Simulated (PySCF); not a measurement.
**How methods differ on the excitation energy of P²⁺**

P²⁺ [Ne] 3s2 3p1 (2P) → P²⁺ [Ne] 3s2 4s1 (2S), as a difference of total energies. Computed with PySCF 2.14 in aug-cc-pV(D+d)Z, with no relativity, point nucleus. Correlated levels: valence: [Ne] frozen. The calculations carry no spin-orbit coupling.

```json
{"method": "UHF", "excitation energy (eV)": "14.643"}
{"method": "MP2 (valence)", "excitation energy (eV)": "14.542"}
{"method": "SCS-MP2 (valence)", "excitation energy (eV)": "14.562"}
{"method": "CCSD (valence)", "excitation energy (eV)": "14.669"}
{"method": "CCSD(T) (valence)", "excitation energy (eV)": "14.645"}
{"method": "CCSDT (valence)", "excitation energy (eV)": "14.635"}
```

A first-order spin-orbit estimate (lowest level to lowest level, LS coupling) adds 0.040 eV.

The promoted electron is Rydberg-like, and one or two diffuse shells describe it only roughly, which tends to raise the upper state.
